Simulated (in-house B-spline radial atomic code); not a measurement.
Ionising Zr⁸⁺ with different functionals

Computed with a B-spline radial code for spherical atoms: four-component Dirac-Coulomb Hamiltonian, Fermi nucleus of rms radius 4.2694 fm, spin-restricted, spherical fractional occupations for the functionals, and exact exchange of hybrids averaged over the configuration. The ionisation energy is the difference of two self-consistent energies, [Ar] 3d10 4s2 4p2 → [Ar] 3d10 4s2 4p1, without Breit or QED terms; ε is the level of the shell that loses the electron (mean over j). The electron is taken from both j subshells in proportion to 2j + 1, so the result is a j average, not the step between ground levels.

```json
{"method": "BHandHLYP", "rung": "global hybrid", "ΔSCF (eV)": "151.70", "-ε(4p) (eV)": "147.20"}
{"method": "PBE0", "rung": "global hybrid", "ΔSCF (eV)": "?", "-ε(4p) (eV)": "?"}
{"method": "LC-wPBE", "rung": "range-separated hybrid", "ΔSCF (eV)": "?", "-ε(4p) (eV)": "?"}
{"method": "HSE06", "rung": "range-separated hybrid", "ΔSCF (eV)": "151.68", "-ε(4p) (eV)": "144.34"}
```

Problem. What does LC-wPBE give?

Solution. ΔSCF 151.77 eV, and -ε(4p) = 147.71 eV.

Problem. What does PBE0 give?

Solution. ΔSCF 151.65 eV, and -ε(4p) = 144.78 eV.

Problem. Among the functionals, which spreads more, the ΔSCF values or the orbital energies?

Solution. The orbital energies: ΔSCF values span about 0.12 eV and the orbital energies 3.37 eV; here energy differences depend much less on the functional than eigenvalues do.

Problem. How do they compare with the NIST value?

Solution. NIST lists 153 eV ± 2.2 (tabulated theory, ground level to ground level). Errors run from -1.35 to -1.23 eV; all lie within about twice that uncertainty, so the table can't rank the methods.
